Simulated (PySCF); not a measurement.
## Electron attachment to `[O]=[Ti]([Cl])[Cl]` (Cl2OTi)

System: `[O]=[Ti]([Cl])[Cl]` (Cl2OTi). Optimised structure (Å), atoms numbered from 1:
```
Ti    0.1281    0.0123    0.2834
O     1.6754   -0.0788   -0.1243
Cl   -0.8162    1.9804   -0.1876
Cl   -0.9671   -1.9045   -0.0179
```

Computed at PBE0-D3(BJ)/ma-def2-SVP // BP86-D3(BJ)/ma-def2-SVP with PySCF (density fitting, grid level 2). Thermal corrections: GFN2-xTB frequencies, unscaled, ideal gas at 298.15 K and 1 bar, quasi-RRHO entropy. These were taken at the GFN2-xTB minima.

Frontier levels of the parent: HOMO -9.39 eV, LUMO -4.18 eV.

Reduction to the radical anion:
```
Vertical electron affinity (electronic)              : 2.51 eV
Adiabatic electron affinity (with zero-point energy) : 2.82 eV
Adiabatic, electronic part                           : 2.80 eV
Vertical gap at the product's structure              : 3.11 eV
Inner reorganisation energy (four-point)             : 595 meV
Relaxation of product / of parent                    : 292 / 303 meV
⟨S²⟩ of the product                                  : 0.757
Largest spin populations                             : Ti1 1.10, O2 -0.08
Largest changes of atomic charge                     : Ti1 -0.29, O2 -0.25, Cl4 -0.23, Cl3 -0.23
Distances that move most (Å)                         : Ti1–Cl4 2.228 → 2.344; Ti1–Cl3 2.233 → 2.347; Ti1–O2 1.603 → 1.643
```

Caveats: ma-def2-SVP is a small basis, whose errors can reach tens of kJ/mol; spin-orbit coupling is left out of the energies, which matters for open shells on the heavier atoms.
